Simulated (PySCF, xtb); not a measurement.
Li(Me) (CH3Li), SMILES [Li][CH3].

GFN2-xTB (xtb) at its own geometry gives an orbital gap of 3.21 eV and a dipole moment of 4.40 D.

Geometry optimised at B3LYP-D3(BJ)/def2-TZVPD. The isomer is the one that the SMILES or the coordinates give; other isomers of the formula were not compared.

Task: What does M06-2X/def2-TZVPD in PySCF give? (An estimate is asked for; the answer gives what the named calculation found.)

Result: gap 5.14 eV (levels -6.16 and -1.02 eV), dipole 5.65 D.
